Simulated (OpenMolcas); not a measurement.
P: effect of the level shift or regulariser

| Property | Result |
| --- | --- |
| Program | OpenMolcas 26.06 |
| Basis | ANO-R2 [5s4p3d1f] |
| Scalar Hamiltonian | X2C, finite nucleus |
| Active space | 3 electrons in 3 orbitals (3p) |
| State averaging | 2S+1 = 4 odd, 1 root; 2S+1 = 2 odd, 8 roots |
| Spin-orbit coupling | RASSI with atomic mean-field integrals over the reference wave functions, term energies averaged over their components |

Methods on the same reference wave functions:
A. CASSCF
B. SS-CASPT2, IPEA 0.25 Eh, imaginary shift 0.1 Eh (closed shells correlated: 2s 2p 3s)
C. SS-CASPT2, IPEA 0.25 Eh, sigma2 regulariser 0.3 Eh (closed shells correlated: 2s 2p 3s)

Energies in cm-1 above 3s2 3p3 4S* 3/2, the measured ground level; measured values from NIST Handbook of Basic Atomic Spectroscopic Data.

```
          Level      A      B      C  Measured
3s2 3p3 4S* 3/2    0.0    0.0    0.0       0.0
3s2 3p3 2D* 3/2  15467  12340  12340     11361
3s2 3p3 2D* 5/2  15474  12340  12340     11377
3s2 3p3 2P* 1/2  25656  20760  20760     18723
3s2 3p3 2P* 3/2  25664  20770  20770     18748
```

Deviations, from unrounded energies. A percentage is the sum of absolute deviations over the sum of measured energies, with the sign that they share, or ± where signs differ.

```json
{"Against measurement": "mean absolute deviation (cm-1)", "Levels": "4", "A": "5500", "B": "1500", "C": "1500"}
{"Against measurement": "other terms of the ground configuration (%)", "Levels": "4", "A": "+36.6", "B": "+10.0", "C": "+10.0"}
```

B, C lie about equally close to measurement and A furthest from it. The largest miss of C in the table is 3s2 3p3 2P* 1/2, by +2000 cm-1. The ranking rests on the paired levels alone, and a cruder setting can come out closer through cancelling errors.

Between B and C no level of the table moves by more than 5 cm-1.

The two smallest mean deviations differ by little beside CASPT2's spread within terms, so their order carries little weight.

From A to B the spin-free energies of the other terms of 3s2 3p3 shown, above 4S*, scale by factors of 0.80 to 0.81.

The lowest spin-free term lies below A's lowest term by 0.282 hartree in B, 0.282 hartree in C.

CASPT2 does not keep the components of a term degenerate, so their means are used; among the terms shown or strongly mixed into the levels shown the widest spread is 230 cm-1 (3s2 3p3 2P*, C). With the s shell closed, the reference lacks s² → p² mixing. Without dynamic correlation excited terms often stand tens of per cent too high (terms of higher spin than the ground term too low), and those without a measured partner can miss by more than the paired ones (holds for A). Computed and measured levels are paired by configuration, term and J; levels that our copy of the source lacks, or whose pairing is in doubt (as where it misses far off the trend of its configuration), stay unpaired and out of the deviations. Only configurations of the active space appear.

* marks odd parity.
